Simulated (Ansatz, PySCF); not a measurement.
Si(Me)(Cl)3 (CH3Cl3Si), SMILES C[Si](Cl)(Cl)Cl.

Geometry optimised at B3LYP-D3(BJ)/def2-SVP. The isomer is the one that the SMILES or the coordinates give; other isomers of the formula were not compared.

Vertical ionisation energy (IE) and electron affinity (EA) in eV. Rows of orbital energies are one-electron estimates. Where ΔSCF, EOM or ADC give a negative EA the extra electron is unbound and the value depends on the basis.

```csv
level,IE,EA
"−ε(HOMO), −ε(LUMO), CAM-B3LYP/def2-TZVP (PySCF)",10.53,-1.05
"ΔSCF, PBE0/def2-TZVPD (Ansatz), final states of multiplicity 2 and 2",11.18,-0.61
```

Question: What vertical singlet–triplet gap does ΔSCF give with PBE0/def2-TZVPD (Ansatz, an electronic-structure program)? (An estimate is asked for; the answer gives what the named calculation found.)

Answer: 7.13 eV (triplet above singlet where positive).
